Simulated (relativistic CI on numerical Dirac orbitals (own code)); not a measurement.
**The spin-orbit constant of Ne⁴⁺ from its measured fine structure**

Problem. The ground term ³P of Ne⁴⁺ (2s²2p²) has the measured levels J = 0: 0.0, J = 1: 412.4, J = 2: 1110.1 cm⁻¹ (NIST levels in Podobedova, Fuhr, Reader and Wiese, J. Phys. Chem. Ref. Data 33, 525 (2004)). Test the interval rule and estimate ζ(2p).

Working.
1. In LS coupling E(J) − E(J − 1) = AJ. The intervals give A = 412.4 (J = 1), 348.8 (J = 2) cm⁻¹.
2. These values spread by 17 % of their mean, from second-order spin-orbit mixing with other terms and from spin-spin terms.
3. The whole width divided by the sum of the upper J values gives a mean A = 370.0 cm⁻¹.
4. For the Hund term of a shell that is less than half full, A = +ζ/2S with 2S = 2, so ζ = 740 cm⁻¹.

Check. The value calculated from Dirac-Coulomb-Breit radial functions of this configuration is ζ = 778 cm⁻¹, 5 % above the estimate from measurement. The same recipe applied to the calculated levels returns 734 cm⁻¹, which shows the bias of the recipe itself. Where the interval rule fails, the estimate is only rough.
